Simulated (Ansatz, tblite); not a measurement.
Spin states of Nb3S6, each relaxed with r2SCAN-D4/def2-SVP in Ansatz. Electronic energies in the gas phase.

In the def2 sets Nb takes a core potential; there is no spin–orbit coupling. The xTB rows come from tblite.

Doublet geometry (C2v within 0.1 Å):

Cartesian coordinates in Å:
```
Nb 0.3637 -0.7815 -0.9111
Nb -0.7932 -0.3661 1.7052
Nb 0.0733 1.9160 0.0985
S 0.9906 -2.1390 -2.4818
S -1.0212 1.1873 -1.7411
S -1.9590 -1.2809 -0.0043
S -0.8984 1.9512 2.2798
S 1.1524 -1.4808 1.3981
S 2.0917 0.9938 -0.3432
```

Quartet geometry (C2v within 0.1 Å):

Cartesian coordinates in Å:
```
Nb 0.4598 -0.0751 -1.0699
Nb -1.5382 -1.2728 0.7773
Nb 0.5658 1.4337 1.4896
S 1.3082 -0.2124 -3.0425
S -0.1635 2.3030 -0.4664
S -2.0698 -0.1552 -1.1155
S -1.1320 0.1875 2.6412
S 0.3297 -2.3323 0.0675
S 2.2401 0.1236 0.7185
```

⟨S²⟩: doublet 0.77 at PBE0-D4/def2-TZVP (pure 0.75), quartet 3.79 at PBE0-D4/def2-TZVP (pure 3.75).

Only these spin states were relaxed. Higher spins weren't run and may lie lower.

```csv
level,quartet − doublet (kcal/mol),lowest of these
GFN1-xTB,31.8,doublet
GFN2-xTB,20.5,doublet
PBE-D4/def2-TZVP,22.9,doublet
r2SCAN-D4/def2-TZVP,17.5,doublet
PBE0-D4/def2-TZVP,18.3,doublet
```

Change of the quartet − doublet gap on mixing in exact exchange, in kcal/mol: PBE to PBE0 (25 % exact exchange) -4.6.

The xTB methods have no spin-polarisation term.
